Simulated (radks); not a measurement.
Results of a calculation; reference values are marked as such.
Task: Valence configurations of neutral tellurium (all share [Kr]). Code: a radial shooting solver on a logarithmic mesh with Libxc functionals. Model: scalar-relativistic Kohn-Sham, BLYP, spin-polarised, spherical densities, point nucleus; open shells are filled with parallel spins first (spin-orbit coupling, left out, can overturn this in heavy ions). Order these by energy: 4d9.5 5s2 5p4.5; 4d10 5p6; 4d9.5 5s1 5p5.5; 4d8 5s2 5p6; 4d10 5s2 5p4; 4d9 5s2 5p5; 4d10 5s1 5p5; 4d10 5s1.5 5p4.5.

Result: From the lowest, in eV above it: 4d10 5s2 5p4 0.000; 4d10 5s1.5 5p4.5 4.605; 4d10 5s1 5p5 9.245; 4d9.5 5s2 5p4.5 18.582; 4d10 5p6 19.343; 4d9.5 5s1 5p5.5 28.198; 4d9 5s2 5p5 38.299; 4d8 5s2 5p6 81.100. NIST lists [Kr] 4d10 5s2 5p4 as the ground configuration; this level of theory agrees among the configurations tried. The energies are those of spherical high-spin densities, not of single terms.
